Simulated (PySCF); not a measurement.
BeClBr, SMILES [Cl][Be][Br].

The structure is a stationary point at r2SCAN-D4/def2-TZVP.

All values below come from B3LYP/def2-TZVPD (PySCF).

Isolated molecule, no solvent.

Question: Estimate the frontier levels, gap, dipole moment and polarisability. (Estimate from the structure and the level; the computed values follow.)

Answer: 
- highest occupied level = -8.77 eV
- lowest empty level = -0.92 eV
- orbital gap = 7.85 eV
- dipole moment = 0.13 D
- quadrupole, principal values (traceless, Buckingham form, about the centre of nuclear charge) = -4.32, 2.16, 2.16 D·Å
- mean static polarisability = 50.3 bohr³ (7.45 Å³)
- polarisability, principal values = 42.1, 42.1, 66.7 bohr³
